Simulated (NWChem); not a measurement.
Species: C3H9B; SMILES CBCC

```xyz
13

B     -0.4427     0.6454     0.1769
H     -1.6114     0.5018     0.4907
C      0.0791     2.0985    -0.0738
H      1.1716     2.1997    -0.1609
H     -0.3057     2.8245     0.6603
H     -0.3596     2.4133    -1.0419
C      0.4735    -0.6185     0.0697
C     -0.1856    -1.9819    -0.0977
H      1.0095    -0.5742     1.0462
H      1.2810    -0.4596    -0.6681
H     -0.6912    -2.0635    -1.0730
H     -0.9520    -2.1530     0.6744
H      0.5385    -2.8097    -0.0373
```
Atoms are numbered in this order, from 1.

Level: PBE0/def2-SVP (NWChem), optimised geometry, unscaled harmonic frequencies. 

List the harmonic frequencies with IR intensities, and the thermochemistry.


| frequency (cm⁻¹) | IR intensity (km/mol) |
|---|---|
| 74 | 0.9 |
| 113 | 1.6 |
| 209 | 1.0 |
| 226 | 0.4 |
| 387 | 1.3 |
| 487 | 1.5 |
| 611 | 0.1 |
| 751 | 0.8 |
| 864 | 20.6 |
| 913 | 16.8 |
| 984 | 14.9 |
| 1024 | 10.0 |
| 1061 | 8.9 |
| 1082 | 7.7 |
| 1166 | 44.5 |
| 1239 | 3.6 |
| 1294 | 29.0 |
| 1356 | 112.7 |
| 1385 | 4.7 |
| 1407 | 2.2 |
| 1416 | 6.6 |
| 1442 | 7.2 |
| 1471 | 10.1 |
| 1478 | 6.5 |
| 2553 | 152.0 |
| 2978 | 23.3 |
| 3028 | 0.3 |
| 3052 | 34.4 |
| 3072 | 12.7 |
| 3113 | 9.5 |
| 3138 | 22.8 |
| 3146 | 22.7 |
| 3158 | 13.0 |

```json
{
  "zero_point_energy": "71.0 kcal/mol",
  "thermal correction to the enthalpy at 298.15 K (with zero-point energy)": "75.7 kcal/mol",
  "heat capacity Cv": "21.6 cal/(mol K)",
  "entropy at 298.15 K and 1 atm (symmetry number 1)": "77.0 cal/(mol K)",
  "dipole_moment": "0.56 D"
}
```

Rigid rotor and harmonic oscillator; modes under 100 cm⁻¹ make the entropy uncertain.
